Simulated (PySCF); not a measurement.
C2H5ISi2.
InChI=1S/C2H5ISi2/c3-5-2-1-4/h5H2,4H3

Computed, not measured: PySCF 2.14.0, PBE0-D3(BJ)/def2-SVP geometry optimisation, gas phase, def2 core potentials past Kr.

Take the most abundant isotopes and a rigid rotor. 

(1) What are A, B and C (cm⁻¹)?

(2) Classify the top.

(3) What does the inertial defect say?

(4) Give the other two planar moments, Paa and Pbb, and the rms extents of the mass along the axes.

(5) Give the coordinates in the principal-axis frame, origin at the centre of mass.

(6) List the rotational levels J(Ka,Kc) to J = 2 (K).

(7) Which lines would a microwave search look for?

Results:

(1) Ia = 110.03, Ib = 1110.02, Ic = 1207.99 u·Å²; 505379 MHz·u·Å²/I gives 4593, 455.3 and 418.4 MHz, that is A = 0.15320, B = 0.01519, C = 0.01396 cm⁻¹.

(2) A near-prolate asymmetric top; Ray's κ = -0.982.

(3) Not planar: Δ = Ic − Ia − Ib = -12.06 u·Å². For a rigid frame Δ = −2 Σ m c², so Σ m c² = 6.03 u·Å² lies off the ab plane, practically all of it from hydrogen. The atom farthest from that plane is 1.41 Å away.

(4) Paa = Σ m a² = (Ib + Ic − Ia)/2 = 1103.99 and Pbb = Σ m b² = (Ia + Ic − Ib)/2 = 104.00 u·Å². With the mass M = 211.90 u, the rms extents √(P/M) along a, b and c are 2.28, 0.70, 0.17 Å.

(5) The sense of each axis is arbitrary; atoms in the order of the calculation.
```tsv
atom	mass (u)	a (Å)	b (Å)	c (Å)
Si1	27.977	-4.534	0.594	0.000
C2	12.000	-2.877	-0.202	0.000
C3	12.000	-1.768	-0.723	-0.002
Si4	27.977	-0.105	-1.476	0.000
I5	126.904	1.579	0.299	0.000
H6	1.008	-4.433	1.927	0.660
H7	1.008	-5.490	-0.271	0.749
H8	1.008	-4.996	0.759	-1.407
H9	1.008	0.086	-2.293	1.228
H10	1.008	0.087	-2.297	-1.225
```

(6) Above 0(0,0), as E/k:
J = 1: 1(0,1) 0.042, 1(1,1) 0.241, 1(1,0) 0.242
J = 2: 2(0,2) 0.126, 2(1,2) 0.323, 2(1,1) 0.328, 2(2,1) 0.924, 2(2,0) 0.924
Those of J = 1 are B + C, A + C and A + B.

(7) The dipole components are |μa| = 1.28 D, |μb| = 0.57 D, |μc| = 0.00 D. Intensities carry the squares of the components, which stand as 1.00 : 0.20 : 0.00 (a : b : c). Some of the stronger lines:

| type | branch | J(Ka,Kc) | MHz | lower level (cm⁻¹) |
| --- | --- | --- | --- | --- |
| a | Q | 4(1,3) ← 4(1,4) | 369 | 0.424 |
| a | R | 1(0,1) ← 0(0,0) | 874 | 0.000 |
| a | R | 2(0,2) ← 1(0,1) | 1747 | 0.029 |
| a | R | 2(1,1) ← 1(1,0) | 1784 | 0.168 |
| a | R | 3(2,2) ← 2(2,1) | 2621 | 0.642 |
| a | R | 3(2,1) ← 2(2,0) | 2622 | 0.642 |
| a | R | 4(1,4) ← 3(1,3) | 3420 | 0.310 |
| a | R | 4(0,4) ← 3(0,3) | 3492 | 0.175 |
| a | R | 4(2,3) ← 3(2,2) | 3494 | 0.729 |
| a | R | 4(2,2) ← 3(2,1) | 3497 | 0.729 |
| b | Q | 2(1,1) ← 2(0,2) | 4212 | 0.087 |
| b | Q | 3(1,2) ← 3(0,3) | 4268 | 0.175 |
| b | R | 1(1,1) ← 0(0,0) | 5011 | 0.000 |
| b | Q | 4(2,2) ← 4(1,3) | 12288 | 0.436 |
| b | R | 2(2,1) ← 1(1,0) | 14197 | 0.168 |
| b | R | 3(2,1) ← 2(1,2) | 15146 | 0.224 |
| b | R | 4(2,3) ← 3(1,2) | 15852 | 0.317 |
| b | R | 4(2,2) ← 3(1,3) | 16077 | 0.310 |
| b | Q | 4(3,2) ← 4(2,3) | 20782 | 0.846 |
| b | R | 3(3,1) ← 2(2,0) | 23402 | 0.642 |
| b | R | 3(3,0) ← 2(2,1) | 23402 | 0.642 |
| b | R | 4(3,2) ← 3(2,1) | 24275 | 0.729 |
| b | Q | 4(4,0) ← 4(3,1) | 29092 | 1.539 |
| b | R | 4(4,1) ← 3(3,0) | 32588 | 1.423 |
| b | R | 4(4,0) ← 3(3,1) | 32588 | 1.423 |

No frequency check. Zero-point vibration and centrifugal distortion are left out. A rigid rotor knows nothing of internal rotation, which can split or shift real lines. Quadrupole hyperfine structure (127I) is left out.

On an Arm Neoverse V1 with one thread, shared host with 64 logical CPUs at a one-minute load of 32, this took 45 s and 0.58 GiB of memory at its peak. That covers the optimisation of the geometry.
